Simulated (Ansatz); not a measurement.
Nudged elastic band run: CH5NSSi

Input file:

```yaml
crystal:
  periodic: [false, false, false]
  atoms:
    - { symbol: "N", position_ang: [-0.115902, 0.860218, -1.592699] }
    - { symbol: C, position_ang: [-0.411914, 0.271698, -0.504016] }
    - { symbol: Si, position_ang: [1.080508, -0.314697, 0.540158] }
    - { symbol: S, position_ang: [-2.106767, 0.005198, 0.05074] }
    - { symbol: H, position_ang: [-0.934294, 1.171164, -2.133849] }
    - { symbol: H, position_ang: [1.88242, 0.873511, 0.938652] }
    - { symbol: H, position_ang: [1.905205, -1.241615, -0.280206] }
    - { symbol: H, position_ang: [0.606654, -1.024214, 1.765693] }
    - { symbol: H, position_ang: [-1.81731, -0.647562, 1.198427] }
basis:
  gaussian: { orbitals: def2-SVP }
hamiltonian:
  xc: b3lyp
neb:
  order_check: false
  images: 7
  f_tol: 0.03
  max_iterations: 59
  max_displacement: 0.02
  optimiser: fire
  final_atoms:
    - { symbol: "N", position_ang: [-0.27307828, 0.10025563, -1.78930734] }
    - { symbol: C, position_ang: [-0.4350064, 0.165219, -0.5288175] }
    - { symbol: Si, position_ang: [1.06043979, -0.41497592, 0.51411509] }
    - { symbol: S, position_ang: [-1.94701264, 0.76881742, 0.24578949] }
    - { symbol: H, position_ang: [-1.08614122, 0.42218255, -2.33227719] }
    - { symbol: H, position_ang: [0.7382741, -0.33711716, 1.97007531] }
    - { symbol: H, position_ang: [2.21896055, 0.47031237, 0.21877769] }
    - { symbol: H, position_ang: [1.38010376, -1.82161024, 0.15220394] }
    - { symbol: H, position_ang: [-1.56793965, 0.60061735, 1.53234052] }
  initial_path:
    images:
      - { positions_ang: [[-0.115902, 0.860218, -1.592699], [-0.411914, 0.271698, -0.504016], [1.080508, -0.314697, 0.540158], [-2.106767, 0.005198, 0.05074], [-0.934294, 1.171164, -2.133849], [1.88242, 0.873511, 0.938652], [1.905205, -1.241615, -0.280206], [0.606654, -1.024214, 1.765693], [-1.81731, -0.647562, 1.198427]] }
      - { positions_ang: [[-0.13810666, 0.74907613, -1.64330842], [-0.40740552, 0.25783219, -0.51689531], [1.06430452, -0.32823702, 0.52512813], [-2.05500139, 0.11588051, 0.06996827], [-0.99027422, 1.06868838, -2.14916699], [1.74107977, 0.79459902, 1.11662595], [2.00890939, -1.06415093, -0.27876431], [0.64666766, -1.18623373, 1.60117036], [-1.78157356, -0.45375354, 1.25814231]] }
      - { positions_ang: [[-0.16031131, 0.63793425, -1.69391783], [-0.40289705, 0.24396638, -0.52977462], [1.04810103, -0.34177705, 0.51009827], [-2.00323577, 0.22656302, 0.08919654], [-1.04625443, 0.96621275, -2.16448497], [1.59973954, 0.71568704, 1.29459991], [2.11261377, -0.88668685, -0.27732262], [0.68668132, -1.34825346, 1.43664772], [-1.74583711, -0.25994509, 1.31785761]] }
      - { positions_ang: [[-0.18251597, 0.52679238, -1.74452725], [-0.39838857, 0.23010057, -0.54265393], [1.03189755, -0.35531707, 0.4950684], [-1.95147016, 0.33724553, 0.10842481], [-1.10223465, 0.86373713, -2.17980296], [1.45839931, 0.63677506, 1.47257386], [2.21631816, -0.70922278, -0.27588093], [0.72669498, -1.51027319, 1.27212509], [-1.71010067, -0.06613663, 1.37757292]] }
      - { positions_ang: [[-0.20472062, 0.41565051, -1.79513667], [-0.39388009, 0.21623476, -0.55553325], [1.01569406, -0.3688571, 0.48003854], [-1.89970454, 0.44792804, 0.12765307], [-1.15821486, 0.76126151, -2.19512095], [1.31705909, 0.55786308, 1.65054782], [2.32002255, -0.53175871, -0.27443924], [0.76670865, -1.67229292, 1.10760245], [-1.67436422, 0.12767182, 1.43728822]] }
      - { positions_ang: [[-0.22181004, 0.33680179, -1.79367934], [-0.40416167, 0.20348082, -0.54885431], [1.02688049, -0.38038681, 0.48855768], [-1.91153157, 0.52815039, 0.15718718], [-1.14019645, 0.67649177, -2.22941001], [1.17236284, 0.33411802, 1.73042969], [2.29475705, -0.28124094, -0.15113501], [0.92005742, -1.70962225, 0.86875282], [-1.64775808, 0.2459082, 1.4610513]] }
      - { positions_ang: [[-0.23889945, 0.25795307, -1.79222201], [-0.41444325, 0.19072688, -0.54217537], [1.03806693, -0.39191651, 0.49707681], [-1.92335859, 0.60837273, 0.18672128], [-1.12217804, 0.59172203, -2.26369907], [1.02766659, 0.11037296, 1.81031156], [2.26949155, -0.03072317, -0.02783078], [1.0734062, -1.74695158, 0.6299032], [-1.62115194, 0.36414458, 1.48481437]] }
      - { positions_ang: [[-0.25598887, 0.17910435, -1.79076468], [-0.42472482, 0.17797294, -0.53549643], [1.04925336, -0.40344622, 0.50559595], [-1.93518562, 0.68859508, 0.21625538], [-1.10415963, 0.50695229, -2.29798813], [0.88297035, -0.1133721, 1.89019343], [2.24422605, 0.2197946, 0.09547345], [1.22675498, -1.78428091, 0.39105357], [-1.5945458, 0.48238097, 1.50857744]] }
      - { positions_ang: [[-0.27307828, 0.10025563, -1.78930734], [-0.4350064, 0.165219, -0.5288175], [1.06043979, -0.41497592, 0.51411509], [-1.94701264, 0.76881742, 0.24578949], [-1.08614122, 0.42218255, -2.33227719], [0.7382741, -0.33711716, 1.97007531], [2.21896055, 0.47031237, 0.21877769], [1.38010376, -1.82161024, 0.15220394], [-1.56793965, 0.60061735, 1.53234052]] }
```

Launched with:

```bash
$ ansatz run input.yaml --threads 1 --pin off --max-ram 2048MiB --backend cpu --events-out ev --progress --plain --runs-dir out
```

Output, in part (warnings, iteration lines, the closing report on the highest movable image, with atoms numbered from 0):

```
NEB end point (image 0): max|allowed force component| = 3.462e-3 eV/Å (the criterion of neb.relax_end_points is 1.000e-2)
NEB end point (image 8): max|allowed force component| = 1.155e-2 eV/Å (the criterion of neb.relax_end_points is 1.000e-2)
NEB iter   1: max|band force component| = 3.153e0 eV/Å  barrier→ = 0.5270 eV  barrier← = 0.5270 eV  Δτ_max = 0.0200 Å  (242 SCF iters)
NEB iter   2: max|band force component| = 2.401e0 eV/Å  barrier→ = 0.3828 eV  barrier← = 0.3827 eV  Δτ_max = 0.0200 Å  (208 SCF iters)
NEB iter   3: max|band force component| = 1.750e0 eV/Å  barrier→ = 0.2714 eV  barrier← = 0.2713 eV  Δτ_max = 0.0200 Å  (211 SCF iters)
NEB iter   4: max|band force component| = 1.222e0 eV/Å  barrier→ = 0.1830 eV  barrier← = 0.1830 eV  Δτ_max = 0.0181 Å  (211 SCF iters)
NEB iter   5: max|band force component| = 8.542e-1 eV/Å  barrier→ = 0.1192 eV  barrier← = 0.1192 eV  Δτ_max = 0.0200 Å  (210 SCF iters)
NEB iter   6: max|band force component| = 5.022e-1 eV/Å  barrier→ = 0.0712 eV  barrier← = 0.0712 eV  Δτ_max = 0.0083 Å  (215 SCF iters)
NEB iter   7: max|band force component| = 4.180e-1 eV/Å  barrier→ = 0.0549 eV  barrier← = 0.0549 eV  CI = image 5  Δτ_max = 0.0152 Å  (171 SCF iters)
NEB iter   8: max|band force component| = 2.594e-1 eV/Å  barrier→ = 0.0346 eV  barrier← = 0.0346 eV  CI = image 4  Δτ_max = 0.0192 Å  (210 SCF iters)
NEB iter   9: max|band force component| = 1.917e-1 eV/Å  barrier→ = 0.0248 eV  barrier← = 0.0248 eV  CI = image 4  Δτ_max = 0.0200 Å  (209 SCF iters)
NEB iter  10: max|band force component| = 1.657e-1 eV/Å  barrier→ = 0.0178 eV  barrier← = 0.0177 eV  CI = image 4  Δτ_max = 0.0007 Å  (208 SCF iters)
NEB iter  11: max|band force component| = 1.590e-1 eV/Å  barrier→ = 0.0174 eV  barrier← = 0.0174 eV  CI = image 4  Δτ_max = 0.0013 Å  (139 SCF iters)
NEB iter  12: max|band force component| = 1.464e-1 eV/Å  barrier→ = 0.0167 eV  barrier← = 0.0167 eV  CI = image 4  Δτ_max = 0.0019 Å  (140 SCF iters)
NEB iter  13: max|band force component| = 1.380e-1 eV/Å  barrier→ = 0.0157 eV  barrier← = 0.0157 eV  CI = image 4  Δτ_max = 0.0025 Å  (141 SCF iters)
NEB iter  14: max|band force component| = 1.444e-1 eV/Å  barrier→ = 0.0146 eV  barrier← = 0.0146 eV  CI = image 4  Δτ_max = 0.0032 Å  (154 SCF iters)
NEB iter  15: max|band force component| = 1.419e-1 eV/Å  barrier→ = 0.0133 eV  barrier← = 0.0133 eV  CI = image 4  Δτ_max = 0.0039 Å  (157 SCF iters)
NEB iter  16: max|band force component| = 1.283e-1 eV/Å  barrier→ = 0.0120 eV  barrier← = 0.0120 eV  CI = image 4  Δτ_max = 0.0051 Å  (160 SCF iters)
NEB iter  17: max|band force component| = 1.030e-1 eV/Å  barrier→ = 0.0105 eV  barrier← = 0.0105 eV  CI = image 4  Δτ_max = 0.0062 Å  (160 SCF iters)
NEB iter  18: max|band force component| = 7.464e-2 eV/Å  barrier→ = 0.0090 eV  barrier← = 0.0089 eV  CI = image 4  Δτ_max = 0.0073 Å  (162 SCF iters)
NEB iter  19: max|band force component| = 8.363e-2 eV/Å  barrier→ = 0.0073 eV  barrier← = 0.0073 eV  CI = image 4  Δτ_max = 0.0083 Å  (163 SCF iters)
NEB iter  20: max|band force component| = 8.119e-2 eV/Å  barrier→ = 0.0058 eV  barrier← = 0.0057 eV  CI = image 4  Δτ_max = 0.0093 Å  (169 SCF iters)
NEB iter  21: max|band force component| = 7.099e-2 eV/Å  barrier→ = 0.0044 eV  barrier← = 0.0044 eV  CI = image 4  Δτ_max = 0.0104 Å  (170 SCF iters)
NEB iter  22: max|band force component| = 5.310e-2 eV/Å  barrier→ = 0.0034 eV  barrier← = 0.0034 eV  CI = image 4  Δτ_max = 0.0111 Å  (169 SCF iters)
NEB iter  23: max|band force component| = 4.620e-2 eV/Å  barrier→ = 0.0030 eV  barrier← = 0.0029 eV  CI = image 4  Δτ_max = 0.0109 Å  (169 SCF iters)
NEB iter  24: max|band force component| = 4.767e-2 eV/Å  barrier→ = 0.0030 eV  barrier← = 0.0030 eV  CI = image 4  Δτ_max = 0.0002 Å  (170 SCF iters)
NEB iter  25: max|band force component| = 4.419e-2 eV/Å  barrier→ = 0.0030 eV  barrier← = 0.0030 eV  CI = image 4  Δτ_max = 0.0005 Å  (137 SCF iters)
NEB iter  26: max|band force component| = 3.948e-2 eV/Å  barrier→ = 0.0029 eV  barrier← = 0.0029 eV  CI = image 4  Δτ_max = 0.0006 Å  (140 SCF iters)
NEB iter  27: max|band force component| = 3.552e-2 eV/Å  barrier→ = 0.0029 eV  barrier← = 0.0028 eV  CI = image 4  Δτ_max = 0.0008 Å  (139 SCF iters)
NEB iter  28: max|band force component| = 3.086e-2 eV/Å  barrier→ = 0.0028 eV  barrier← = 0.0028 eV  CI = image 4  Δτ_max = 0.0009 Å  (142 SCF iters)
NEB iter  29: max|band force component| = 2.789e-2 eV/Å  barrier→ = 0.0027 eV  barrier← = 0.0027 eV  CI = image 4  Δτ_max = 0.0000 Å  (336 SCF iters)
Total energy: -21313.85804285 eV, -783.2698360228 hartree
Atom 0 at    -0.196071     0.424549    -1.795001 Å, force    -0.001616    -0.000057    -0.005188 eV/Å
Atom 1 at    -0.396137     0.216322    -0.556068 Å, force     0.006735    -0.000725    -0.006129 eV/Å
Atom 2 at     1.072390    -0.385114     0.507760 Å, force    -0.004217     0.004301     0.007472 eV/Å
Atom 3 at    -2.005215     0.456255     0.238545 Å, force     0.007070     0.001854    -0.017787 eV/Å
Atom 4 at    -1.033848     0.743027    -2.302285 Å, force    -0.012984    -0.000582     0.025900 eV/Å
Atom 5 at     1.282774     0.586514     1.620642 Å, force    -0.000103    -0.007842     0.015281 eV/Å
Atom 6 at     2.294204    -0.493360    -0.329390 Å, force    -0.019093     0.001066    -0.008586 eV/Å
Atom 7 at     0.717195    -1.707831     1.100379 Å, force     0.008961     0.000357     0.012318 eV/Å
Atom 8 at    -1.646691     0.113340     1.498318 Å, force     0.015248     0.001628    -0.023281 eV/Å
Dipole moment:    -0.102288    -0.032383     0.282529 e Å
```

It converged. The top lies less than 8 meV above the higher end, about what the thresholds resolve: that end is a shoulder or a very shallow well. Another band between the same ends (7 images) ends at a top of the same energy, where a vibrational analysis finds 1 clearly imaginary mode.

Final band (atoms are numbered from 1 in the order of the input):

| image | path coordinate (Å) | energy (kcal/mol) | dihedral S4–C2–Si3–H7 (°) |
| --- | --- | --- | --- |
| 0 | 0.00 | 0.0 | 122 |
| 1 | 0.51 | 0.0 | 139 |
| 2 | 1.01 | 0.0 | 154 |
| 3 | 1.52 | 0.0 | 168 |
| 4 | 2.02 | 0.1 | -179 |
| 5 | 2.54 | 0.0 | -165 |
| 6 | 3.05 | 0.0 | -151 |
| 7 | 3.57 | 0.0 | -135 |
| 8 | 4.08 | 0.0 | -117 |

Run time: 10 min on 1 thread of Arm Neoverse V2, on a shared host, peak memory 0.17 GiB.
